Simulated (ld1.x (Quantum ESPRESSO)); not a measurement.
# Tm (Z = 69): excitation energies, all-electron against PAW

Tm (Z = 69), PAW, made with ld1.x (Quantum ESPRESSO) 7.5 (BP86, scalar-relativistic). Core [Kr] 4d10, reference 4f13 5s2 5p6 5d0 6s2 6p0. Waves: 5s (bound): rcut 1.60, rcutus 1.65 bohr; 6s (bound): rcut 1.60, rcutus 1.65 bohr; 5p (bound): rcut 1.95, rcutus 2.20 bohr; 6p (bound, empty): rcut 1.95, rcutus 2.20 bohr; 5d (bound, empty): rcut 2.65, rcutus 3.70 bohr; 5d channel at 1.65 Ry: rcut 2.65, rcutus 3.70 bohr; 4f (bound): rcut 0.75, rcutus 0.80 bohr; 4f channel at 1.85 Ry: rcut 0.75, rcutus 0.80 bohr. Local part: all-electron potential smoothed inside 0.90 bohr (lloc = -1). Core correction: Bessel-smoothed model core inside 0.45 bohr. Augmentation charge: PSQ, inside the norm-conserving radii.

Energies are relative to the spin-unpolarised reference configuration 4f13 5s2 5p6 5d0 6s2 6p0; without spin polarisation the order of configurations can differ from experiment. Not all tests gave a result: 2 of 7 tests not solved or not reliable. Left out of the table: 4f14 5s2 5p6 5d0 6s0 6p0 (all-electron atom not converged, printed error -151 meV); 4f13 5s2 5p6 5d1 6s0 6p0 (solver errors, printed error -3.5 eV). The frozen-core shift is the all-electron ΔE with the core orbitals held at their reference shape minus the fully relaxed ΔE.

Its overlap operator is not positive definite in a basis up to 400 Ry (lowest eigenvalue p -0.40), so the file is unfit for use: the generalised eigenproblem breaks down once the basis is large enough, and its test numbers describe a broken file.

| valence configuration | charge | ΔE all-electron (eV) | error AE − PS (meV) | frozen-core shift (meV) |
| --- | --- | --- | --- | --- |
| 4f13 5s2 5p6 5d0 6s1 6p0 | +1 | 6.633 | -3.0 | +3.7 |
| 4f13 5s2 5p6 5d0 6s0 6p0 | +2 | 18.744 | -8.5 | +10.0 |
| 4f12 5s2 5p6 5d0 6s0 6p0 | +3 | 45.255 | -310 | -2.5 |
| 4f13 5s2 5p5 5d0 6s2 6p0 | +1 | 32.523 | -23 | +46 |
| 4f13 5s2 5p6 5d0.5 6s1.5 6p0 | 0 | 1.559 | +1.5 | +1.0 |

A variational frozen-core shift is positive and of second order in the change. This column holds negative values, so the frozen-core run of ld1.x carries numerical noise or an error of first order here, and the column gives no more than the rough size of the effect.

Note: ghost state, extra bound levels that the all-electron valence spectrum of the same l lacks: s at -1100.3 eV (p not tested). A true bound ghost makes a file unfit for plane-wave use.
